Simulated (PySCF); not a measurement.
C₄H₁₅GeNSi, SMILES C[N]([GeH3])[Si](C)(C)C, GFN2-xTB optimised geometry.

```
22

Si     0.51    -0.21    -1.50
C      2.36    -0.47    -1.12
C     -0.13    -1.60    -2.62
C      0.26     1.48    -2.36
N     -0.39    -0.30     0.00
C      0.20     0.26     1.20
Ge    -2.22    -0.30     0.00
H      2.52    -1.36    -0.52
H      2.79     0.37    -0.61
H      2.91    -0.61    -2.05
H      0.59    -1.84    -3.40
H     -1.06    -1.32    -3.11
H     -0.32    -2.51    -2.06
H      0.65     2.29    -1.76
H      0.76     1.51    -3.33
H     -0.80     1.67    -2.53
H      1.24    -0.06     1.30
H      0.18     1.36     1.21
H     -0.35    -0.08     2.08
H     -2.71    -1.04    -1.19
H     -2.79     1.10     0.00
H     -2.63    -0.96     1.28
```

Density from B3LYP/def2-SVP (PySCF 2.14.0) at that geometry.

Minimum of the electron density along straight lines between bonded atoms, close to the bond critical point (lines longer than 1.1 times the sum of covalent radii, or with two minima, are not listed):

```tsv
bond	length / Å	ρ at the minimum / e bohr⁻³	∇²ρ there / e bohr⁻⁵	position (fraction from the first atom)
Si1–C2	1.904	0.111	0.32	0.38
Si1–C3	1.904	0.111	0.32	0.38
Si1–C4	1.913	0.109	0.30	0.38
Si1–N5	1.747	0.118	0.68	0.40
N5–C6	1.454	0.264	?	0.60
N5–Ge7	1.827	0.141	0.42	0.53
C2–H8	1.085	0.273	-0.98	0.62
C2–H9	1.085	0.273	-0.97	0.62
C2–H10	1.085	0.273	-0.97	0.62
C3–H11	1.085	0.273	-0.97	0.62
C3–H12	1.085	0.273	-0.97	0.62
C3–H13	1.085	0.273	-0.98	0.62
C4–H14	1.087	0.271	-0.96	0.62
C4–H15	1.086	0.272	-0.97	0.62
C4–H16	1.088	0.271	-0.96	0.62
C6–H17	1.088	0.282	-1.06	0.63
C6–H18	1.095	0.277	-1.01	0.62
C6–H19	1.093	0.279	-1.04	0.63
Ge7–H20	1.489	0.144	?	0.59
Ge7–H21	1.509	0.139	?	0.59
Ge7–H22	1.502	0.141	0.08	0.59
```

Q: Complete the blanks.

A: 
- N5–C6, ∇²ρ there / e bohr⁻⁵: -0.71
- Ge7–H20, ∇²ρ there / e bohr⁻⁵: 0.09
- Ge7–H21, ∇²ρ there / e bohr⁻⁵: 0.07
